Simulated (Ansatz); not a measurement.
System: C3H10GeN (charge 0, doublet). It need not be the lowest isomer of its formula. 
Structure (B3LYP-D3(BJ)/def2-TZVP (Ansatz, a first-principles code) minimum search):
SMILES: CC[N](C)[GeH2]
```xyz
15

C     -2.3573    -0.2279    -0.2076
C     -1.4921     0.9518     0.1995
N     -0.0721     0.7831    -0.0679
C      0.6900     1.9730     0.2630
Ge     0.8060    -0.8659    -0.0130
H     -2.2272    -0.4660    -1.2637
H     -3.4075     0.0123    -0.0357
H     -2.1222    -1.1210     0.3741
H     -1.8231     1.8461    -0.3446
H     -1.6522     1.1738     1.2662
H      1.7491     1.8178     0.0620
H      0.3485     2.8150    -0.3500
H      0.5750     2.2645     1.3159
H      0.0464    -1.7927    -1.0092
H      2.1818    -0.5036    -0.6531
```
Charge 0, spin multiplicity 2.

Basis-set convergence of Hartree-Fock and CCSD(T) correlation energies (hartree) with Ansatz. Cores are frozen in the correlated levels unless marked. Open shells are spin-unrestricted. Spin-orbit coupling is left out. The frozen core is the preceding noble-gas configuration, with the filled d and f shells of earlier blocks. No relativistic terms.

| basis | functions | E(HF) | E(corr, CCSD(T)) |
|---|---|---|---|
| cc-pVDZ | 133 | -2249.17207 | -0.78623 |
| cc-pVTZ | 303 | -2249.29735 | -0.94474 |
| cc-pVQZ | 588 | -2249.31287 | -0.99212 |

Extrapolating the two largest sets (X = 3 and 4) as X^-3: E(corr) = (64·(-0.99212) - 27·(-0.94474))/37 = -1.0267 Eh, an estimate of the basis-set limit. The largest set recovers 96.6 % of it, the smallest 76.6 %.
